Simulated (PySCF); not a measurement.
Species: C₅H₁₃PSi.
SMILES with atom numbers: `[CH3:1][P:2]1[CH2:3][CH2:4][SiH2:5][CH2:6][CH2:7]1`

Structure used (GFN2-xTB), in Å, numbered top down from 1:
```
atom  x, y, z in Å
C1    -2.500    0.627    0.805
P2    -1.315    0.114   -0.523
C3    -0.493   -1.279    0.399
C4     0.736   -1.793   -0.343
Si5    2.085   -0.457   -0.467
C6     1.241    1.151   -1.031
C7    -0.028    1.427   -0.232
H8    -3.268   -0.137    0.908
H9    -1.993    0.764    1.760
H10   -2.979    1.559    0.511
H11   -1.239   -2.076    0.499
H12   -0.225   -0.941    1.406
H13    1.121   -2.680    0.164
H14    0.436   -2.112   -1.343
H15    2.668   -0.245    0.868
H16    3.120   -0.859   -1.423
H17    1.924    1.997   -0.930
H18    0.983    1.084   -2.090
H19    0.194    1.489    0.839
H20   -0.473    2.380   -0.539
```

NICS = −σ at a ghost point: NICS(0) at the centroid of the ring atoms, NICS(1) 1 Å to either side along the normal of their mean plane, zz for the tensor component along that normal. Level: GIAO PBE0/pcSseg-1 (PySCF, non-relativistic, gas phase) on the GFN2-xTB geometry, one conformer.

Ring bond lengths (Å), with Mayer bond orders in brackets: P2–C3 1.861 (0.94), C3–C4 1.526 (1.03), C4–Si5 1.902 (0.91), Si5–C6 1.902 (0.91), C6–C7 1.526 (1.03), C7–P2 1.861 (0.94).

What do the NICS probes read (ppm)?

| ring | type | NICS(0) | NICS(1), two faces | NICS(1)zz, two faces | rms pucker (Å) | centre to ring atoms, mean (Å) |
| --- | --- | --- | --- | --- | --- | --- |
| P2–C3–C4–Si5–C6–C7 | 6-membered ring with P and Si; formal bonds all single | -2.6 | -2.1 / -2.6 | 4.9 / 4.0 | 0.30 | 1.68 |

What do they say, and how far can they be read as aromaticity?

- P2–C3–C4–Si5–C6–C7: mean NICS(1)zz 4.5 ppm, deshielded. C3, C4, Si5, C6, C7 have four or more neighbours; no verdict on aromaticity is drawn.

How shielded are the nuclei of the rings and their hydrogens (means over atoms taken as equivalent)?

```csv
atoms,environment,σ isotropic (ppm)
P2,phosphine phosphorus,382.9
C3 (×2),sp3 carbon bound to phosphorus,153.5
C4 (×2),sp3 carbon bound to silicon,178.3
Si5,SiH2 silicon,395.2
H11 (×4),methylene hydrogen,30.09
H13 (×4),methylene hydrogen,30.60
H15 (×2),Si–H hydrogen,27.67
```
